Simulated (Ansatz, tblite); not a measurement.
Removing and adding an electron: the cluster Ge2Se (the lowest singlet isomer of a short search). The state is a singlet with charge 0. Geometry: r2SCAN-D4/def2-TZVP. Ansatz, gas phase; energy differences of separate SCF runs; the oxidised species was run as a doublet alone; the reduced species was run as a doublet alone.

Cartesian coordinates in Å:
```
Ge -0.054 1.424 0.166
Ge 0.397 -0.674 -1.203
Se -0.343 -0.750 1.037
```

The xTB rows come from tblite. The structure comes from a short search, and lower isomers may exist.

| level | −HOMO (eV) | vertical IE (eV) | −LUMO (eV) | vertical EA (eV) | HOMO–LUMO gap (eV) | IE − EA (eV) | remarks |
| --- | --- | --- | --- | --- | --- | --- | --- |
| GFN1-xTB | 9.10 | 11.52 | 8.08 | 6.18 | 1.02 | 5.34 | – |
| GFN2-xTB | 9.03 | 12.13 | 7.94 | 5.04 | 1.09 | 7.09 | – |
| PBE-D4/def2-TZVP | 4.84 | 7.60 | 3.80 | – | 1.03 | – | – |
| PBE-D4/def2-TZVPD | 4.88 | – | 3.85 | 1.41 | 1.03 | – | HOMO above zero (-1 doublet) |
| r2SCAN-D4/def2-TZVP | 5.09 | 7.66 | 3.82 | – | 1.27 | – | – |
| r2SCAN-D4/def2-TZVPD | 5.11 | – | 3.84 | 1.56 | 1.27 | – | HOMO above zero (-1 doublet) |
| PBE0-D4/def2-TZVP | 5.74 | 7.65 | 3.09 | – | 2.65 | – | – |
| PBE0-D4/def2-TZVPD | 5.76 | – | 3.12 | 1.44 | 2.64 | – | HOMO above zero (-1 doublet) |

   A HOMO above zero means that the electron is unbound at that level or that self-interaction error raises the level; the energy of removing that electron tells which. Raw xTB energy differences between charge states are shifted by several eV; the methods need an empirical correction for them.
